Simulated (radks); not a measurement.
Spherical quantum dot in the effective-mass picture: electrons in a parabolic well V = omega^2 r^2 / 2 with omega = 1.35, all in effective atomic units (hartree* = m*/eps^2 hartree, bohr* = eps/m* bohr), one dielectric constant everywhere. Calculated with a radial shooting solver with Libxc functionals: non-relativistic Kohn-Sham, PBEsol, spin-polarised, spherical densities. Levels are named by radial order and angular momentum (1s, 1p, 1d, 2s, ...), and open shells are averaged over m.

N = 37, configuration 1s2 1p6 1d10 2s2 1f14 2p(up 3, down 0). This is the lowest configuration that the search found. Occupied and some empty levels:

level    occupation  eigenvalue (hartree*)  <r> (bohr*)
1s up             1                 19.155        1.553
1s down           1                 19.206        1.587
1p up             3                 19.690        1.952
1p down           3                 19.718        1.969
1d up             5                 20.290        2.228
1d down           5                 20.308        2.230
2s up             1                 20.411        1.930
2s down           1                 20.461        1.900
1f up             7                 20.951        2.438
1f down           7                 20.969        2.433
2p up             3                 21.154        2.130
2p down           0                 21.213        2.134
1g up             0                 21.672        2.609
1g down           0                 21.693        2.603
2d up             0                 21.957        2.326
2d down           0                 22.002        2.342
3s up             0                 22.075        2.168
3s down           0                 22.108        2.167

Energy (hartree*): total 485.117, kinetic 48.499, external 178.30, Hartree 278.41, exchange-correlation -20.093.

Electron density:

r (bohr*)  n(r) (e/bohr*^3)
0.208                0.4140
0.554                0.4212
0.901                0.4094
1.25                 0.3878
1.59                 0.3879
1.94                 0.3939
2.29                 0.3474
2.63                 0.2338
2.98                 0.1110
3.33                0.03528
3.67               0.007481
4.02               0.001069
4.37              0.0001011
